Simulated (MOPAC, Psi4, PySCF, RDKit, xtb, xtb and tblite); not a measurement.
Two geometries of SMILES C#CC[SiH2]B(O)O, relaxed at GFN2-xTB with one dihedral held; other torsions can differ between them too.

Structure A

```
14

C      2.0622     1.1624    -1.2927
C      1.7775     0.2429    -0.5769
C      1.3637    -0.8567     0.2528
Si    -0.4766    -0.6812     0.8394
B     -1.5729     0.2199    -0.5379
O     -1.1359     0.6706    -1.7443
O     -2.8910     0.3691    -0.2765
H      2.3600     1.9650    -1.8990
H      2.0278    -0.9211     1.1146
H      1.4832    -1.7823    -0.3155
H     -0.4025     0.0281     2.1310
H     -0.8667    -2.0594     1.1921
H     -0.1920     0.6231    -1.9148
H     -3.3913     0.8008    -0.9737
```

Structure B

```
14

C      1.9788     0.0573    -1.9344
C      1.7497    -0.0854    -0.7652
C      1.3824    -0.2435     0.6159
Si    -0.4762    -0.7654     0.7831
B     -1.5855     0.3274    -0.4351
O     -1.1676     0.8484    -1.6199
O     -2.8716     0.5608    -0.0892
H      2.2459     0.1712    -2.9426
H      1.5544     0.7022     1.1349
H      2.0305    -0.9902     1.0743
H     -0.7547    -0.6751     2.2259
H     -0.4806    -2.2110     0.4766
H     -0.2502     0.6984    -1.8651
H     -3.3687     1.0812    -0.7255
```

### Question
Which is lower in energy at the level PBE0-D3(BJ)/def2-SVP // GFN2-xTB run with Psi4, and by how much?

### Answer
B is lower, by 0.78 kcal/mol (dihedral C3–Si4–B5–O6: 0° in A, 30° in B).

E(B) − E(A) in kcal/mol at the other levels, on the same two geometries: GFN2-xTB (xtb and tblite) -0.45; PBE0/def2-SVP // GFN2-xTB (Psi4) -0.76; PBE/def2-SVP // GFN2-xTB (Psi4) -0.86; PBE-D3(BJ)/def2-SVP // GFN2-xTB (Psi4) -0.88; UFF // GFN2-xTB (RDKit) 1.51; PM6, restricted, heats of formation // GFN2-xTB (MOPAC) -0.30; PM3, restricted, heats of formation // GFN2-xTB (MOPAC) -0.23; GFN1-xTB // GFN2-xTB (xtb) -0.67; restricted B3LYP/6-31G*, spherical d, density fitting // GFN2-xTB (PySCF) -0.79; restricted B3LYP/LANL2DZ, with its core potentials past Ne // GFN2-xTB (PySCF) -0.62; restricted BP86/6-31G*, spherical d, density fitting // GFN2-xTB (PySCF) -0.88; restricted B3LYP/3-21G // GFN2-xTB (PySCF) -0.79.
